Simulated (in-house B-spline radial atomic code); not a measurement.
Radial electron density of Ca4+, [Ne] 3s2 3p4. Computed with an all-electron radial atomic-structure program (B-spline basis): non-relativistic Hartree-Fock, average of configuration, point nucleus.

Columns: r (bohr), 4πr²n(r) (electrons per bohr), bar.

```
 0.00289   0.4979 #
 0.00345   0.6938 #
 0.00412   0.9633 ##
 0.00492     1.33 ##
 0.00587    1.823 ###
   0.007    2.479 ####
 0.00836    3.348 ######
 0.00998    4.473 ########
  0.0119    5.891 ###########
  0.0142    7.655 ##############
   0.017    9.815 ##################
  0.0202     12.2 ######################
  0.0242    14.95 ###########################
  0.0288    17.66 ################################
  0.0344    20.22 #####################################
  0.0411    22.24 ########################################
   0.049    23.34 ##########################################
  0.0585     23.3 ##########################################
  0.0698    22.09 ########################################
  0.0834    20.08 ####################################
  0.0995    18.04 #################################
   0.119    16.89 ###############################
   0.142    17.38 ###############################
   0.169    19.48 ###################################
   0.202    22.37 ########################################
   0.241    24.34 ############################################
   0.288    23.86 ###########################################
   0.343    20.45 #####################################
    0.41    14.97 ###########################
   0.489    9.651 #################
   0.584    6.319 ###########
   0.697    5.531 ##########
   0.832    6.157 ###########
   0.993    6.502 ############
    1.18    5.668 ##########
    1.41    3.868 #######
    1.69    1.992 ####
    2.01   0.7904 #
     2.4   0.2202 
    2.87  0.04089 
    3.42 0.004995 
    4.09 0.0003389
```

On this grid the curve has 3 maxima, near 0.049, 0.241, 0.993 bohr.

The 3s radial function P(r) = rR(r), positive near the nucleus:

```csv
r (bohr),P
0.001,0.01808
0.00142,0.02546
0.00203,0.03596
0.00289,0.05031
0.00412,0.06995
0.00587,0.09615
0.00836,0.1301
0.0119,0.1719
0.017,0.22
0.0242,0.2667
0.0344,0.2976
0.049,0.2877
0.0698,0.2034
0.0995,0.01807
0.142,-0.2513
0.202,-0.4931
0.288,-0.5141
0.41,-0.1524
0.584,0.4985
0.832,1.011
1.18,0.9839
1.69,0.5326
2.4,0.1509
3.42,0.01743
```
